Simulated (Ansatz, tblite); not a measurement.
Cost and result up the ladder for Si₂Ge (the lowest singlet isomer of a short search) (3 atoms). The state is a singlet with charge 0. Geometry: PBE0-D4/def2-TZVP.

```xyz
3

Si   -0.8795   -0.5414    0.4232
Si   -0.3476    1.4697   -0.2016
Ge    1.2271   -0.9283   -0.2217
```

Ansatz on 4 threads of Arm Neoverse V2 on a shared host; xTB runs through tblite on one thread. Times are rough, summed over both states, and most runs start from the orbitals of an earlier one. ωB97M-V/def2-TZVP serves as the yardstick here, not as an exact answer. The other state is a triplet at its own geometry, which has other bonds, so the gap mixes isomer and spin.

The xTB rows come from tblite. LC-ωPBE has ω = 0.4 bohr⁻¹. HSE06 is defined as in plane-wave codes, on full-range PBE exchange. Correlated methods freeze 19 core orbitals; core or outer-core shells of Ge are correlated, in sets that lack core-valence functions. The structure comes from a short search, and lower isomers may exist.

Run but left out: HF/def2-TZVP, HF/def2-TZVPP, B2PLYP/def2-TZVP (singlet: restricted singlet, unstable towards broken spin symmetry).

Correlated methods converge slowly with the basis.

xTB has no spin-polarisation term.

| level | functions | wall time | triplet − singlet (eV) | difference from ωB97M-V/def2-TZVP (eV) | remarks |
| --- | --- | --- | --- | --- | --- |
| GFN1-xTB | 27 | 0.005 s | 0.30 | 0.24 | – |
| GFN2-xTB | 27 | 0.01 s | 0.62 | 0.55 | – |
| BLYP-D4/def2-TZVP | 122 | 1.9 s | 0.16 | 0.09 | – |
| PBE-D4/def2-TZVP | 122 | 2.1 s | 0.03 | -0.03 | – |
| MP2/def2-TZVP | 122 | 3 s | 0.11 | 0.04 | restricted SCF unstable (singlet) |
| HSE06-D4/def2-TZVP | 122 | 3 s | -0.06 | -0.13 | – |
| RPA@PBE/def2-TZVP | 122 | 3.4 s | 0.13 | 0.06 | – |
| PBE0-D4/def2-TZVP | 122 | 4.2 s | -0.06 | -0.13 | – |
| LC-ωPBE/def2-TZVP | 122 | 5.6 s | -0.19 | -0.26 | – |
| r2SCAN-D4/def2-TZVP (with forces) | 122 | 5.7 s | -0.10 | -0.17 | – |
| ωB97M-V/def2-TZVP | 122 | 12 s | 0.07 | 0.00 | – |
| CCSD(T)/def2-TZVPP | 132 | 14 s | 0.10 | 0.03 | large T1 (0.024) (singlet), restricted SCF unstable (singlet) |
